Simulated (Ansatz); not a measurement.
Cost and result for the atomization energy of CH7GeNSi, SMILES `[SiH3][GeH]1[CH2][NH]1` (11 atoms, 11 bonds).

```xyz
11

Si   -1.6976    0.7707   -0.5153
Ge   -0.1557   -0.8968    0.0976
C     1.7198   -0.4610   -0.0677
N     1.2030   -0.3197    1.2926
H    -2.3363    0.4589   -1.8203
H    -0.9252    2.0361   -0.6304
H    -2.7629    0.9360    0.5077
H    -0.5652   -2.3374    0.4035
H     2.4255   -1.2773   -0.1946
H     1.9845    0.4345   -0.6265
H     1.1099    0.6561    1.5534
```

The species carries charge 0 and has multiplicity 1. Correlated methods include outer-core shells of Ge, which these sets cover unevenly. Scalar relativity is left out up to krypton. The geometry is a stationary point of PBE0-D4/def2-TZVP. Program: Ansatz. All runs use 4 threads of an Arm Neoverse V1 on a shared host. Times are those of one run each, without the atoms' runs, and a repeat can differ threefold. Electronic energies, without spin–orbit coupling; frozen cores. CCSD(T)/CBS adds CCSD(T) − MP2 in def2-TZVPP to the MP2 limit, and its time is that of the two runs behind it. T1 = 0.013. With those shells the extrapolation isn't a true limit. B3LYP takes the VWN-RPA correlation (the form of Gaussian; ORCA's B3LYP/G).

CCSD(T)/CBS is a level of theory with its own doubt, some kJ/mol a heavy atom from the limit and from the frozen cores, so smaller differences don't rank the functionals.

```tsv
level	functions	wall time	atomization (kJ/mol)	difference from CCSD(T)/CBS	per bond
PBE-D4/def2-TZVPP (with forces)	250	2.9 s	3490.6	30.1	2.7
PBE0-D4/def2-TZVPP	250	3.8 s	3436.0	-24.5	-2.2
B3LYP-D4/def2-TZVPP (with forces)	250	6 s	3442.9	-17.6	-1.6
r2SCAN-D4/def2-TZVPP (with forces)	250	6.5 s	3450.8	-9.7	-0.9
B2PLYP/def2-TZVPP	250	7 s	3401.0	-59.5	-5.4
ωB97X-V/def2-TZVPP	250	9.5 s	3471.9	11.4	1.0
ωB97M-V/def2-TZVPP (with forces)	250	15 s	3442.5	-18.0	-1.6
MP2/def2-QZVPP	483	28 s	3430.6	-29.9	-2.7
CCSD(T)/def2-TZVPP	250	3.4 min	3365.1	-95.4	-8.7
CCSD(T)/CBS(def2)	–	3.8 min	3460.5	0.0	0.0
```

The D4 term adds +36.3 kJ/mol with B3LYP and +19.1 kJ/mol with PBE0; it sums over pairs of atoms, weighted by their polarisabilities, and B3LYP, whose exchange is more repulsive, gets the larger term. From PBE to PBE0 (25 % exact exchange), in def2-TZVPP and without D4, the atomization energy moves by −51.3 kJ/mol: exact exchange takes away binding that semilocal exchange gives to molecules. In def2-TZVPP, CCSD(T) changes the Hartree–Fock value by +972.1 kJ/mol (the triples alone add +56.1 kJ/mol) and MP2 by +981.5 kJ/mol; breaking electron pairs costs correlation energy, which Hartree–Fock lacks.
